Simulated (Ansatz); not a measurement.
FH₄OSbSi, SMILES `[OH][Sb]([F])[SiH3]`. Charge 0, multiplicity 1. Sb: def2 effective core potential.

```xyz
8

O     1.775    1.193    0.676
Sb    0.346    0.237    1.595
F     1.097   -1.530    1.422
Si   -1.092   -0.145   -0.554
H     1.925    0.886   -0.223
H    -1.892    1.071   -0.861
H    -0.152   -0.408   -1.678
H    -2.007   -1.303   -0.377
```

Q: What are the harmonic wavenumbers in cm⁻¹ at PBE0-D4/def2-TZVP (Ansatz, finite differences of forces, unscaled)? (An estimate is asked.)

A: The calculation gave: 95, 112, 136, 200, 295, 339, 455, 463, 594, 631, 844, 885, 927, 934, 2205, 2224, 2235, 3863.

Q: Is this a minimum?

A: Yes, all 18 modes are real.

Q: Give the ideal-gas thermochemistry at 298.15 K and 1 bar (rigid rotor, harmonic oscillator; point group C1, symmetry number 1).

A: Zero-point energy 104.3 kJ/mol; H(298) − E = 126.1 kJ/mol; entropy 361.9 J/(mol·K), of which translation 174.2, rotation 114.7, vibration 72.9; G(298) − E = 18.2 kJ/mol. Modes under 100 cm⁻¹ are hindered rotations or soft bends, so the harmonic entropy is rough.
